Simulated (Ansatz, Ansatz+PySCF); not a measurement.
```xyz
6

C     0.0000    0.0224   -0.6989
C     0.0000   -0.0224    0.6989
O     0.0000    0.9791   -1.2487
O     0.0000   -0.9791    1.2487
H     0.0000   -0.9017   -1.1522
H     0.0000    0.9017    1.1522
```

Basis set: def2-SVP (spherical functions). Correlated methods keep 4 orbitals frozen. Charge 0, multiplicity 1.

Computed with Ansatz (development build ahead of 0.2.0); each method stands on the lowest determinant of its kind that the runs found. Restricted open shells among the atoms or ions are ROHF, correlated in semicanonical orbitals with singles.

The atomization energy at this shape (free ground-state atoms in the same class of orbitals less the molecule, no zero-point energy) of singlet C₂H₂O₂:

```tsv
method	atomization energy
RHF-CCSD(T)	24.19 eV
UHF-MP2	25.06 eV
RHF-MP2	25.08 eV
RHF	17.83 eV
```

Task: What does UHF give?

Result: 17.33 eV. Caution: the shape is not the minimum.
